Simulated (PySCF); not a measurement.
A geometry optimisation on [InCl4]- (`[Cl][In-]([Cl])([Cl])[Cl]`).

Method: PBE0-D3(BJ)/def2-SVP geometry optimisation, gas phase, def2 core potentials past Kr (PySCF 2.14.0). Start geometry: GFN2-xTB. The input is one job of a driver script: a line of settings, then coordinates in Å.

Input:
```
{"job": {"xc": "PBE0", "basis": "def2-SVP", "d3": "d3bj", "grid": 1, "maxiter": 30, "shake": 0.03, "kind": "geom"}, "charge": -1, "multiplicity": 1}
In     0.061890    -0.076250     0.011110
Cl    -0.006370    -0.029970     2.350690
Cl     2.158630     0.003800    -0.820940
Cl    -1.020330     1.935630    -0.777430
Cl    -1.118970    -1.943700    -0.825540
```

Output:
```
step   0  E = -2030.07405250  max force = 0.038138
step   1  E = -2030.08015762  max force = 0.004651
step   2  E = -2030.08041282  max force = 0.001465
step   3  E = -2030.08047442  max force = 0.000708
step   4  E = -2030.08047978  max force = 0.000800
step   5  E = -2030.08048020  max force = 0.000770
step   6  E = -2030.08050572  max force = 0.000611
step   7  E = -2030.08053933  max force = 0.000335
step   8  E = -2030.08052918  max force = 0.000344
step   9  E = -2030.08053762  max force = 0.000297
optimisation converged
```

Energies in Eh; «max force» is the largest Cartesian gradient component in Eh/bohr.

Problem. Give the first gradient maximum in eV/Å.

Solution. With 1 Eh/bohr = 51.422 eV/Å, 1.961 eV/Å.

Main results: final energy -2030.08054 Eh after 9 steps.

Problem. Estimate the wall time. Hardware: an Arm Neoverse V1 with one thread, on a shared host. And the peak memory of the process?

Solution. About 50 s, with 0.40 GiB resident at the peak, the Python interpreter and its libraries included.
Labels such as C1 count atoms from 1, the log's own numbers from 0.
